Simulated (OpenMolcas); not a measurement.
# Cr2+, Mo2+, W2+: d⁴ down the group

```yaml
Program: OpenMolcas 26.06
Method: SS-RASPT2, IPEA 0.25 Eh, imaginary shift 0.1 Eh
Basis: ANO-RCC-VTZP
Scalar_Hamiltonian: DKH2, point nucleus
Spin-orbit_coupling: state interaction with AMFI integrals over the reference wave functions, term energies averaged over their components
```

Active space for each ion: 10 electrons in 8 orbitals (RAS1 p, at most 2 holes; RAS2 d); closed shells correlated by CASPT2: Cr2+ 3s; Mo2+ 4s; W2+ 5s.

Computed levels in cm-1 above ⁵D₀:

```
                               Level   Cr2+   Mo2+    W2+
                                 ⁵D₁   68.9    245   2320
                                 ⁵D₂    204    682   4640
                                 ⁵D₃    400   1253   6620
                                 ⁵D₄    651   1921   8220
                              ³P₀(1)  17120  12560  12380
                              ³P₁(1)  17530  13860  16530
                                 ³H₄  17640  13790  15350
                                 ³H₅  17780  14360  18580
                                 ³H₆  17940  14870  20130
weight of ⁵D in the lowest level (%)    100     98     70
```

Mixed levels, with the weight of the term that names them: W2+ ⁵D₀ (70 %), W2+ ³P₀(1) (61 %), W2+ ³H₄ (59 %).

Measured, with the error of the calculation in %. Measured levels: Cr2+ from Sugar and Corliss, J. Phys. Chem. Ref. Data 6, 317 (1977); Mo2+ from Sugar and Musgrove, J. Phys. Chem. Ref. Data 17, 155 (1988); W2+ from NIST levels as listed in McCann et al., Mon. Not. R. Astron. Soc. 538, 537 (2025).

```csv
Level,Cr2+,Mo2+,W2+
⁵D₁,62.2 (+10.7),242 (+1.4),2256 (+3.0)
⁵D₂,183 (+11.2),668 (+2.0),4461 (+4.1)
⁵D₃,357 (+12.1),1224 (+2.4),6278 (+5.5)
⁵D₄,576 (+12.9),1872 (+2.6),7687 (+7.0)
³P₀(1),16771 (+2.1),11149 (+12.6),9904 (+25.0)
³P₁(1),17169 (+2.1),12510 (+10.8),12881 (+28.3)
³H₄,17274 (+2.1),12680 (+8.7),13701 (+12.0)
³H₅,17397 (+2.2),13276 (+8.1),
³H₆,17531 (+2.3),13811 (+7.7),
```

The fine-structure level ⁵D₄ changes by a factor of 12.6 from Cr2+ to W2+.

Without spin-orbit coupling ³P(1) lies 17490, 13500, 11180 cm-1 above ⁵D in that order; the difference to the level ³P₀(1), of either sign, comes from spin-orbit coupling, which also lowers the zero.

Term energies are means over components that CASPT2 splits; among the terms shown or strongly mixed into the levels shown the widest spread is 420 cm-1 (5d⁴ ¹G(1), W2+). Over all roots computed the reference weight is 0.90 to 0.96 in W2+; the roots of lowest weight are the least certain, and an intruder state may touch them. Active for correlation alone: 3p; no level in the range computed is led by a configuration that opens it, so any true level of that kind is missing (holds for Cr2+). Active for correlation alone: 4p; no level in the range computed is led by a configuration that opens it, so any true level of that kind is missing (holds for Mo2+). Some levels mix across a computed gap that differs much from the measured one, so their mixing is not that of the real levels (holds for W2+). Active for correlation alone: 5p; no level in the range computed is led by a configuration that opens it, so any true level of that kind is missing (holds for W2+). Some terms miss by over 15 % even with CASPT2, which points to a basis or an active space too small for the shells correlated (holds for W2+). Measured partners are found by configuration, term and J. A level has none where our copy of the source lacks it or the pairing is in doubt (some pairs that miss far off the trend of their configuration count as doubtful), and it then counts in no deviation. Only configurations of the active space appear.

A number in round brackets counts repeated terms of one configuration in the order of the reference energies.
